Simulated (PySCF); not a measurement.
# Electron correlation in B (boron, neutral)

[He] 2s1 2p1 3s1, high-spin 4P determinant (an excited configuration). Calculation: PySCF 2.14, in dyall-av3z (15s9p3d2f, 71 functions); the spin-free X2C one-electron Hamiltonian (Gaussian nucleus). Frozen: 1s2; 3 electrons correlated; the 13 highest virtual orbitals of each spin left out.

```
  level  correlation energy (mhartree)
   CCSD                         -10.07
    (T)                          -0.09
CCSD(T)                         -10.16
```

Diagnostics: T1 = 0.010, D1 = 0.0243, largest double amplitude 0.042.

The outer electron is Rydberg-like, and this basis confines it to a smaller radius and binds it less than a complete one would.

Cost of the coupled-cluster step: of the order of 2.8 core-seconds, for 3 correlated electrons.

Iterations:

```
CC2 = 0
CCSD nocc = (np.int64(3), np.int64(0)), nmo = (57, 57)
frozen orbitals [[0, 58, 59, 60, 61, 62, 63, 64, 65, 66, 67, 68, 69, 70], [0, 58, 59, 60, 61, 62, 63, 64, 65, 66, 67, 68, 69, 70]]
max_cycle = 100
direct = 0
conv_tol = 1e-08
conv_tol_normt = 1e-06
diis_space = 8
diis_start_cycle = 0
Init t2, MP2 energy = -0.00597082179558191
Init E_corr(UCCSD) = -0.00597082179559693
cycle = 1  E_corr(UCCSD) = -0.00807035990341924  dE = -0.00209953811  norm(t1,t2) = 0.0276779
cycle = 2  E_corr(UCCSD) = -0.00897160998538888  dE = -0.000901250082  norm(t1,t2) = 0.0156857
cycle = 3  E_corr(UCCSD) = -0.00997552164570503  dE = -0.00100391166  norm(t1,t2) = 0.00985173
cycle = 4  E_corr(UCCSD) = -0.00996746134240605  dE = 8.0603033e-06  norm(t1,t2) = 0.00396979
cycle = 5  E_corr(UCCSD) = -0.0100642360047144  dE = -9.67746623e-05  norm(t1,t2) = 0.00225935
cycle = 6  E_corr(UCCSD) = -0.0100644765043195  dE = -2.40499605e-07  norm(t1,t2) = 0.00187774
cycle = 7  E_corr(UCCSD) = -0.0100586564252244  dE = 5.8200791e-06  norm(t1,t2) = 0.00225316
cycle = 8  E_corr(UCCSD) = -0.0100711138362949  dE = -1.24574111e-05  norm(t1,t2) = 0.000152925
cycle = 9  E_corr(UCCSD) = -0.0100666035667097  dE = 4.51026959e-06  norm(t1,t2) = 4.43561e-05
cycle = 10  E_corr(UCCSD) = -0.0100677005384962  dE = -1.09697179e-06  norm(t1,t2) = 1.34498e-05
cycle = 11  E_corr(UCCSD) = -0.0100676825647895  dE = 1.79737067e-08  norm(t1,t2) = 2.39776e-06
cycle = 12  E_corr(UCCSD) = -0.0100676693455752  dE = 1.32192143e-08  norm(t1,t2) = 9.70937e-07
cycle = 13  E_corr(UCCSD) = -0.0100676694563576  dE = -1.10782414e-10  norm(t1,t2) = 1.24076e-06
cycle = 14  E_corr(UCCSD) = -0.0100676704065374  dE = -9.5017982e-10  norm(t1,t2) = 8.5479e-07
UCCSD converged
E(UCCSD) = -24.25535418862146  E_corr = -0.01006767040653742
UCCSD(T) correction = -9.04811104639703e-05
```
